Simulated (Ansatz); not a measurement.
## Worked example: C2H5BrSi + SiH3(GeH3) → C2H8Si2 + GeH3Br

Species: C2H5BrSi `C=C[SiH2]Br`, singlet; SiH3(GeH3), singlet; C2H8Si2 `C=C[SiH2][SiH3]`, singlet; GeH3Br `[GeH3][Br]`, singlet. The partners trade Br for SiH3: Si–Br and Ge–SiH3 bonds give way to Si–SiH3 and Ge–Br.

Shapes, held fixed at every level: PBE0-D4/def2-TZVP. Flexible molecules stand in one conformer, not always the lowest. Programs: Ansatz 0.2.0. The zero-point and thermal change to 298 K, harmonic and unscaled (PBE0-D4/def2-TZVP), is -0.4 kJ/mol.

At CCSD(T)/def2-TZVPP; 1 Eh = 2625.50 kJ/mol:

```
   species   energy (Eh)
  C2H5BrSi  -2940.858206
SiH3(GeH3)  -2368.247189
   C2H8Si2   -658.949027
    GeH3Br  -4650.143558
```

Question: Work out ΔH(298 K) of the reaction at this level.

Answer: 
1. Products less reactants: (-658.949027) + (-4650.143558) − [(-2940.858206) + (-2368.247189)] = 0.012810 Eh = +33.6 kJ/mol.
2. With the thermal change: +33.6 + (-0.4) = +33.2 kJ/mol.

Other levels give +28.1 (CCSD(T)/def2-SVP) to +36.5 kJ/mol (wB97M-V/def2-TZVPP). No measured value is set beside it here. Relativity is left out for Br, Ge unless named. Correlated rows may include outer-core shells of Br, Ge, which these sets cover unevenly.
